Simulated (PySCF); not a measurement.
## Excitation energy of Pt⁺ by level of theory

Pt⁺ [Xe] 4f14 5d9 (2D) → Pt⁺ [Xe] 4f14 5d8 6p1 (high-spin determinant), as a difference of total energies. Computed with PySCF 2.14 in x2c-TZVPPall with one added diffuse shell each of s, p, d, f type (12s8p8d4f1g, 113 functions), with scalar relativity by spin-free X2C-1e. Correlated levels: valence: [Xe] 4f14 frozen; valence and next inner shell: [Kr] 4d10 4f14 frozen. The calculations carry no spin-orbit coupling.

| method | excitation energy (eV) |
| --- | --- |
| UHF | 6.571 |
| LDA | 7.783 |
| PBE | 7.486 |
| PBE0 | 7.440 |
| r2SCAN | 7.327 |
| MP2 (valence) | 7.621 |
| SCS-MP2 (valence) | 7.685 |
| MP2 (valence and next inner shell) | 7.690 |
| SCS-MP2 (valence and next inner shell) | 7.659 |

Problem. How much does correlation contribute at MP2 (valence and next inner shell)?

Solution. 7.690 − (6.571) = 1.119 eV, measured against UHF.

A first-order spin-orbit estimate (lowest level to lowest level, LS coupling) adds -0.065 eV.

The determinant of the upper state mixes LS terms, which raises its energy above the lowest term, most at the Hartree-Fock and MP2 levels.
